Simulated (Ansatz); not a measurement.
`[CH3][SnH]([F])[SH]` + H₂O → `[CH3][SnH]([OH])[F]` + H₂S at 600 K and 1 bar (formal hydrolysis of the Sn–S bond).

Program: Ansatz. Geometries: PBE0-D4/def2-TZVP. ΔE: electronic, gas phase. CCSD(T)/CBS adds triple-zeta CCSD(T) − MP2 to the extrapolated MP2 energy (def2 sets, frozen cores). This one scheme is used for every species. def2 core potentials past Kr. For Sn outer-core shells are correlated without core-valence functions, which leaves a few kJ/mol of doubt a bond. One conformer a species, not always the lowest.

```tsv
species	CCSD(T)/CBS energy (Eh)	H − E (kJ/mol)	S (J/(mol·K))
`[CH3][SnH]([F])[SH]`	-752.71910	203.5	458.1
H₂O	-76.37941	76.8	212.8
`[CH3][SnH]([OH])[F]`	-430.11060	211.7	446.4
H₂S	-398.97279	60.8	230.9
```

H − E and S are ideal-gas, rigid-rotor, harmonic terms from PBE0-D4/def2-TZVP, for one conformer and one mirror image of each species. 1 Eh = 2625.50 kJ/mol, R = 8.31446 J/(mol·K).

Question: By hand: ΔE, ΔH, ΔS and ΔG.

Answer: ΔE = (-430.11060) + (-398.97279) − (-752.71910) − (-76.37941) = 0.01512 Eh = 39.7 kJ/mol. Δ(H − E) = 211.7 + 60.8 − 203.5 − 76.8 = -7.8, so ΔH = 31.9 kJ/mol. ΔS = 446.4 + 230.9 − 458.1 − 212.8 = 6.4 J/(mol·K). ΔG = 31.9 − 600 × (6.4)/1000 = 28.1 kJ/mol.

Question: By hand: the equilibrium constant, and the temperature at which ΔG would vanish if ΔH and ΔS stayed fixed.

Answer: log₁₀ K = −ΔG/(RT ln 10) = -2.4. ΔG = 0 at ΔH/ΔS = 4984 K, far beyond where these terms or the molecules hold.

The number of gas molecules stays the same, so ΔS is small and ΔH decides. A doubt of 5 kJ/mol in ΔE shifts log₁₀ K by 0.4 here. Other conformers and mirror images would add mixing entropy, several J/(mol·K) or more a flexible species. Modes under 60 cm⁻¹, often nearly free rotors, make the harmonic entropy too high. These are equilibria of isolated gas molecules and say nothing of rates. Largest T1 diagnostic: 0.013 (customary marks: 0.02 for closed shells, 0.045 for open ones).
